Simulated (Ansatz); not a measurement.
One change: `C[N](C)[AlH][NH2]` becomes `CN(C)[Si]F`.

Ansatz, PBE0-D4/def2-TZVP geometries, multiplicity 1. Each molecule was computed in one conformer, which needn't be the lowest.

| property | `C[N](C)[AlH][NH2]` |
| --- | --- |
| zero-point energy (PBE0-D4/def2-TZVP) / kJ/mol | 300.9 |
| size of the dipole moment (B3LYP/def2-TZVPP) / D | 1.06 |
| size of the dipole moment (PBE/def2-TZVPP) / D | 1.12 |
| LUMO energy (PBE0/def2-TZVPP) / eV | 0.30 |
| HOMO energy (ωB97M-V/def2-TZVPP) / eV | -8.41 |
| HOMO–LUMO gap (ωB97M-V/def2-TZVPP) / eV | 10.23 |

What does the change do to each property? (An estimate is asked.)

Computed: 
```csv
property,`CN(C)[Si]F`,shift
zero-point energy (PBE0-D4/def2-TZVP) / kJ/mol,224.8,-76.1
size of the dipole moment (B3LYP/def2-TZVPP) / D,2.51,1.45
size of the dipole moment (PBE/def2-TZVPP) / D,2.58,1.46
LUMO energy (PBE0/def2-TZVPP) / eV,-1.07,-1.37
HOMO energy (ωB97M-V/def2-TZVPP) / eV,-9.19,-0.78
HOMO–LUMO gap (ωB97M-V/def2-TZVPP) / eV,10.05,-0.18
```

With PBE0 the HOMO falls by 0.90 eV and the LUMO falls by 1.37 eV, so the gap narrows by about 0.47 eV. PBE moves the HOMO by -1.00 eV and ωB97M-V by -0.78 eV. The zero-point energy changes by -76.1 kJ/mol with -9 modes. Dipoles are sizes alone; their direction can turn.

B3LYP here is the variant with VWN-RPA as its local correlation; programs differ in this.
